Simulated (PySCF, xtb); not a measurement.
Mg(H)(Et) (C₂H₆Mg), SMILES C[CH2][MgH].

Harmonic wavenumbers (cm⁻¹) from GFN2-xTB (xtb) at its own minimum, in rising order: 68, 178, 226, 291, 442, 510, 922, 967, 1041, 1128, 1216, 1241, 1408, 1486, 1490, 1504, 2888, 2900, 2909, 2924, 2938.

### Question
What does TPSSh-D3(BJ)/def2-TZVP run with PySCF 2.14.0 give at its own minimum? (An estimate is asked for; the answer gives what the named calculation found.)

### Answer
148, 189, 304, 337, 501, 541, 906, 943, 983, 1184, 1258, 1412, 1456, 1506, 1520, 1602, 2975, 2991, 3004, 3036, 3056. Paired by order, the mean absolute difference is 65 cm⁻¹ and the zero-point energies are 41.0 and 42.7 kcal/mol.
